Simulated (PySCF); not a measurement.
# Working out the ionisation energy of Ne⁺

Ne⁺ [He] 2s2 2p5 (2P) → Ne²⁺ [He] 2s2 2p4 (3P). Computed with PySCF 2.14 in aug-cc-pCVTZ-DK with one added diffuse shell each of s, p, d, f type (8s7p5d3f, 75 functions), with scalar relativity by spin-free X2C-1e. Frozen: 1s2. Energies in hartree (1 hartree = 27.21139 eV):

| part | Ne⁺ (lower) | Ne²⁺ (upper) |
| --- | --- | --- |
| UHF | -127.947619 | -126.505631 |
| CCSD correlation | -0.218747 | -0.165648 |
| (T) | -0.002984 | -0.001687 |

Question: What does Hartree-Fock give?

Answer: (-126.505631) − (-127.947619) = 1.441988 hartree = 39.238 eV.

Question: What do CCSD and CCSD(T) give?

Answer: The CCSD correlation energies differ by 0.053099 hartree = 1.445 eV and the triples by 0.001297 hartree = 0.035 eV, so CCSD gives 40.683 eV and CCSD(T) 40.718 eV.

A first-order spin-orbit estimate adds -0.005 eV to CCSD(T) (valence), giving 40.713 eV against 40.963 eV (measured; NIST Atomic Spectra Database, ionization energies).

What remains against the reference includes basis incompleteness, the frozen core and higher excitations.
